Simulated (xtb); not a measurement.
Mo(O)(NH)(OH)2 (H₃MoNO₃), SMILES [NH]=[Mo](=[O])([OH])[OH], multiplicity 1. All values are semi-empirical tight-binding results from xtb (GFN2-xTB unless named), good for trends rather than for accurate numbers. The structure is a stationary point at GFN2-xTB. The multiplicity is an assumed one; no other spin state was optimised. The structure was generated by enumeration; whether it is a known compound was not checked. One conformer was computed; it need not be the lowest.

Optimised geometry:

```xyz
8

Mo     0.0338     0.0133    -0.0018
O      1.5507     0.4110     0.5065
N     -0.2327     0.6302    -1.5977
H     -0.1718     1.0677    -2.5054
O     -0.1233    -1.7605    -0.0515
H     -0.0047    -2.7094    -0.1477
O     -1.1640     0.7638     1.0845
H     -1.7193     1.3561     1.5982
```
Charge 0, spin multiplicity 1.

For metal compounds this method's bond lengths and energies can be far off.

Q: Estimate the properties. (The exact figures need the calculation; the answer reports its results.)

A: 
The point group as xtb finds it is Cs and the orbital gap is 3.86 eV. The zero-point energy is 24.7 kcal/mol and the G − E(el) at 298.15 K (modified RRHO) is 4.9 kcal/mol.

Computed atomic charges and the Wiberg bond orders between heavy atoms:
charges (e) Mo1 1.04, O2 -0.51, N3 -0.49, H4 0.20, O5 -0.47, H6 0.35, O7 -0.47, H8 0.35. Bond orders Mo1–O2 2.07, Mo1–N3 2.16, Mo1–O5 1.26, Mo1–O7 1.26.
